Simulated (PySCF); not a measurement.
B²⁺ (boron, charge +2): UHF calculation

Configuration: [He] 2s1, 2S determinant. Computed with PySCF 2.14 in 6-31G* (3s2p1d, 14 functions), with the non-relativistic Hamiltonian (point nucleus).

| Property | Result |
| --- | --- |
| Total energy | -23.371737 hartree |
| One-electron energy | -27.7204 hartree |
| Hartree (Coulomb) energy | 7.5698 hartree |
| Exchange energy | -3.2211 hartree |
| Kinetic energy | 23.24721 hartree |
| ⟨S²⟩ | 0.7500 |
| ⟨L²⟩ | 0.000 |
| Sum of ⟨r⟩ | 2.303 bohr |
| Sum of ⟨r²⟩ | 3.471 bohr² |
| Density at the nucleus (Gaussians lack the cusp) | 66.6 bohr⁻³ |
| Spin density at the nucleus | 1.81 bohr⁻³ |
| Langevin diamagnetic susceptibility | -2.75 ×10⁻⁶ cm³/mol |
| Time after the integrals | 0.05 s of wall time on 1 thread of Neoverse-N1 (shared host) |

| shell | electrons | mean orbital energy (hartree) | rms radius, mean of both spins (bohr) |
| --- | --- | --- | --- |
| 1s α | 1 | -8.84480 | 0.378 |
| 1s β | 1 | -8.79024 | 0.378 |
| 2s α | 1 | -1.38799 | 1.78 |
